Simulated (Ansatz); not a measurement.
C₈H₁₂, triplet, geometry from GFN2-xTB (a higher spin typed on purpose: for a closed-shell molecule this is an excited state). Base run: B3LYP/STO-3G (Ansatz, an electronic-structure program).

Input for Ansatz:
Ansatz 0.2 input:
```yaml
crystal:
  periodic: [false, false, false]
  atoms:
    - {symbol: C, position_ang: [-0.70828786, -1.71453506, -0.20008818]}
    - {symbol: C, position_ang: [0.70628698, -1.71604758, -0.19410523]}
    - {symbol: C, position_ang: [1.51785443, -0.59492883, -0.59285083]}
    - {symbol: C, position_ang: [1.51405403, 0.59168699, 0.60567432]}
    - {symbol: C, position_ang: [0.70828786, 1.71453506, 0.20008818]}
    - {symbol: C, position_ang: [-0.70628698, 1.71604758, 0.19410523]}
    - {symbol: C, position_ang: [-1.51785443, 0.59492883, 0.59285083]}
    - {symbol: C, position_ang: [-1.51405403, -0.59168699, -0.60567432]}
    - {symbol: H, position_ang: [-1.19959199, -2.50912615, 0.34426658]}
    - {symbol: H, position_ang: [1.19126860, -2.51168255, 0.35437875]}
    - {symbol: H, position_ang: [1.15724154, -0.09450629, -1.48685965]}
    - {symbol: H, position_ang: [2.56158258, -0.86991102, -0.71728077]}
    - {symbol: H, position_ang: [2.55727795, 0.86443772, 0.73893104]}
    - {symbol: H, position_ang: [1.14482246, 0.09204483, 1.49659626]}
    - {symbol: H, position_ang: [1.19959199, 2.50912615, -0.34426658]}
    - {symbol: H, position_ang: [-1.19126860, 2.51168255, -0.35437875]}
    - {symbol: H, position_ang: [-1.15724154, 0.09450629, 1.48685965]}
    - {symbol: H, position_ang: [-2.56158258, 0.86991102, 0.71728077]}
    - {symbol: H, position_ang: [-1.14482246, -0.09204483, -1.49659626]}
    - {symbol: H, position_ang: [-2.55727795, -0.86443772, -0.73893104]}
basis:
  gaussian:
    orbitals: STO-3G
hamiltonian:
  xc: b3lyp
magnetization: {spin_polarized: true, initial_magnetization: 2}
```

The base run was repeated with changes; each row names its change, and settings that it needs were set with it.

```csv
change,ΔE vs base (kcal/mol),outcome
base,0.000,converged
forces = on,0.000,converged
fitting.mean_field = cc-pVTZ-JKFIT,-0.184,converged
"point_charge = charge:-1.0 position_ang:-2.9541, -3.9322, -3.0786",-0.581,converged
lower_state_search = off,3.13,another SCF solution
fitting.mean_field = def2-universal-JKFIT,-1.38,converged
"final_grid = 4, 8, 17",0.293,converged
"point_charge = charge:1.0 position_ang:0.59, 3.321, -4.7212",-0.67,converged
nuclear_model = gaussian,0.011,converged
"final_grid = 10, 20, 41",0.000,converged
lower_state_search = light,0.000,converged
```

A guess, shift, damping, solver or small numerical setting can't move a converged solution much, so rows marked as another SCF solution ended in a different state.

Ansatz warned in this series: the state or the total is in doubt.
